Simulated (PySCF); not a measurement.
Ti²⁺ (titanium, charge +2): PBE0 calculation

Configuration: [Ar] 3d1 4s1, high-spin 3D determinant (an excited configuration). All numbers are calculated (PySCF 2.14, no relativity, point nucleus, in aug-cc-pVTZ (8s7p5d3f2g, 93 functions)).

| Quantity | Value |
| --- | --- |
| Total energy | -848.226 hartree |
| One-electron energy | -1145.275 hartree |
| Hartree (Coulomb) energy | 338.208 hartree |
| Exchange-correlation energy | -41.158 hartree |
| Kinetic energy | 847.32780 hartree |
| ⟨S²⟩ | 2.0007 |
| ⟨L²⟩ | 6.008 |
| Sum of ⟨r⟩ | 15.05 bohr |
| Sum of ⟨r²⟩ | 22.23 bohr² |
| Traceless quadrupole moment −½Σ⟨3z² − r²⟩ along its main axis | 0.460 e·bohr² |
| Density at the nucleus (Gaussians lack the cusp) | 7080 bohr⁻³ |
| Spin density at the nucleus | 4.83 bohr⁻³ |
| Langevin diamagnetic susceptibility | -17.6 ×10⁻⁶ cm³/mol |

```csv
shell,electrons,mean orbital energy (eV),spread (eV),"rms radius, mean of both spins (bohr)"
1s α,1,-4897.6,0,0.0812
1s β,1,-4897.5,0,0.0812
2s α,1,-568.26,0,0.355
2s β,1,-567.78,0,0.355
2p α,3,-477.84,0.335,0.322
2p β,3,-477.45,0.713,0.322
3s α,1,-89.181,0,1.07
3s β,1,-87.764,0,1.07
3p α,3,-64.234,0.083,1.15
3p β,3,-62.763,1.618,1.15
3d α,1,-28.038,0,1.45
4s α,1,-20.206,0,3.00
```
